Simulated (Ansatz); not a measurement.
Geometry optimisation, RKS PBE0-D4/def2-SVP (Ansatz 0.2.0).

The input (input.yaml):

```yaml
crystal:
  periodic: [false, false, false]
  atoms:
    - { symbol: Si, position_ang: [-0.717033, 1.328947, -0.539213] }
    - { symbol: C, position_ang: [0.576146, -1.369383, 0.629098] }
    - { symbol: H, position_ang: [-1.712263, 1.328512, -1.647215] }
    - { symbol: H, position_ang: [-0.951556, 0.176063, 0.326586] }
    - { symbol: H, position_ang: [-0.854715, 2.580904, 0.2561] }
    - { symbol: H, position_ang: [1.252321, -0.786931, 0.017877] }
    - { symbol: Br, position_ang: [1.312757, 1.516494, -1.57804] }
    - { symbol: H, position_ang: [-0.300899, -1.688698, 0.056014] }
    - { symbol: H, position_ang: [1.118672, -2.272094, 0.954358] }
    - { symbol: H, position_ang: [0.27657, -0.813714, 1.524435] }
basis:
  gaussian: { orbitals: def2-SVP }
hamiltonian:
  xc: pbe0
  dispersion: d4
relax:
  f_tol: 0.03
  max_steps: 50
```

Launched with:

```bash
$ ansatz run input.yaml --threads 2 --pin off --max-ram 3072MiB --backend cpu --events-out ev --progress --plain --runs-dir out
```

Question: Where does it end, and by what steps?

Answer: It converged. The force dipped under the threshold on the way, but the program's further checks kept it going. After 8 steps the energy has fallen by 0.404 eV; H8 moved furthest, 0.61 Å.

```json
{"step": "0", "energy less start (eV)": "0.0000", "largest force component (eV/Å)": "1.254", "accepted": "yes"}
{"step": "1", "energy less start (eV)": "-0.2802", "largest force component (eV/Å)": "0.271", "accepted": "yes"}
{"step": "2", "energy less start (eV)": "-0.3571", "largest force component (eV/Å)": "0.226", "accepted": "yes"}
{"step": "3", "energy less start (eV)": "-0.3821", "largest force component (eV/Å)": "0.413", "accepted": "yes"}
{"step": "4", "energy less start (eV)": "-0.4010", "largest force component (eV/Å)": "0.039", "accepted": "yes"}
{"step": "5", "energy less start (eV)": "-0.4027", "largest force component (eV/Å)": "0.017", "accepted": "yes"}
{"step": "6", "energy less start (eV)": "-0.4032", "largest force component (eV/Å)": "0.052", "accepted": "yes"}
{"step": "7", "energy less start (eV)": "-0.4033", "largest force component (eV/Å)": "0.038", "accepted": "yes"}
{"step": "8", "energy less start (eV)": "-0.4035", "largest force component (eV/Å)": "0.010", "accepted": "yes"}
```

```xyz
10
Properties=species:S:1:pos:R:3
Si -0.914 1.794 -0.746
C 0.764 -1.783 0.805
H -1.871 1.794 -1.886
H -1.166 0.630 0.146
H -1.021 3.068 0.018
H 1.212 -1.021 0.153
Br 1.154 1.630 -1.558
H -0.119 -2.212 0.313
H 1.497 -2.578 0.998
H 0.465 -1.322 1.756
```

Time of the run: 25 s on 2 threads of Arm Neoverse V1 (shared host), peak memory 0.21 GiB.
